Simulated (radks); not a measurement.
Values are calculated unless marked as measured or tabulated.
Species: Re0.5-. Configuration: [Xe] 4f14 5d6 6s1.5 (fractional occupations, a model configuration). Code: a radial shooting solver on a logarithmic mesh with Libxc functionals. Model: scalar-relativistic Kohn-Sham, BLYP, spin-unpolarised, spherical densities, finite nucleus; Fermi nuclear charge, rms radius 5.3698 fm.

Unscreened Slater integrals over Kohn-Sham orbitals (eV).

\begin{tabular}{lr}
integral & value \\ \hline
F0(5d,5d) & 11.990 \\
F2(5d,5d) & 5.8419 \\
F4(5d,5d) & 3.7503 \\
F0(5d,6s) & 8.6788 \\
G2(5d,6s) & 2.5365 \\
F0(5d,4f) & 16.273 \\
F2(5d,4f) & 3.3549 \\
F4(5d,4f) & 1.5206 \\
G1(5d,4f) & 1.1991 \\
G3(5d,4f) & 1.0529 \\
G5(5d,4f) & 0.82243 \\
F0(5d,5p) & 14.725 \\
F2(5d,5p) & 6.6418 \\
G1(5d,5p) & 7.6356 \\
G3(5d,5p) & 4.6632 \\
F0(6s,6s) & 7.3874 \\
F0(6s,4f) & 9.8804 \\
G3(6s,4f) & 0.22614 \\
F0(6s,5p) & 9.4609 \\
G1(6s,5p) & 0.59566 \\
F0(4f,4f) & 43.153 \\
F2(4f,4f) & 20.970 \\
F4(4f,4f) & 13.253 \\
F6(4f,4f) & 9.5630 \\
F0(4f,5p) & 24.842 \\
F2(4f,5p) & 7.8433 \\
G2(4f,5p) & 3.3491 \\
G4(4f,5p) & 2.7259 \\
F0(5p,5p) & 20.221 \\
F2(5p,5p) & 10.866 \\
\end{tabular}

Derived for the open shells (J is the average intra-shell exchange parameter used in DFT+U). 5d: Racah B = F2/49 - 5 F4/441 = 0.07670 eV, C = 35 F4/441 = 0.2976 eV, C/B = 3.88, F4/F2 = 0.642, J = (F2 + F4)/14 = 0.6852 eV.
